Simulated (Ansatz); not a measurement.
`F[B-](F)(F)[OH+][SiH3]`. The species carries charge 0 and has multiplicity 1. The geometry is a stationary point of PBE0-D4/def2-TZVP. It is one conformer, not always the lowest.

```xyz
10

F     0.392   -1.053    2.202
B    -0.467   -0.832    1.190
F    -0.411   -1.724    0.161
F    -1.707   -0.431    1.554
O     0.155    0.540    0.407
Si    0.472    0.513   -1.270
H    -0.132    1.362    0.814
H     1.579   -0.434   -1.479
H     0.873    1.908   -1.572
H    -0.754    0.151   -2.007
```

Question: What is the dipole moment at PBE/def2-TZVPP? (Estimate.)

Answer: Ansatz gave: 4.79 D, with components (1.15, 3.80, -2.68) D in this frame, pointing from negative to positive charge.

Question: And with r2SCAN, B3LYP, ωB97M-V? (Estimate.)

Answer: Computed: r2SCAN 4.87 D, B3LYP 4.95 D, ωB97M-V 4.92 D.

Question: Give the Mulliken charges with PBE, r2SCAN, ωB97M-V in def2-TZVPP. (Best estimate.)

Answer: The calculation gave: 
```tsv
atom	PBE	r2SCAN	ωB97M-V
F1	-0.25	-0.30	-0.28
B2	0.43	0.59	0.55
F3	-0.26	-0.31	-0.30
F4	-0.26	-0.30	-0.29
O5	-0.15	-0.22	-0.20
Si6	0.35	0.43	0.29
H7	0.21	0.22	0.20
H8	-0.01	-0.03	0.02
H9	-0.04	-0.05	0.00
H10	-0.02	-0.03	0.01
```

B3LYP here is the variant with VWN-RPA as its local correlation; programs differ in this.
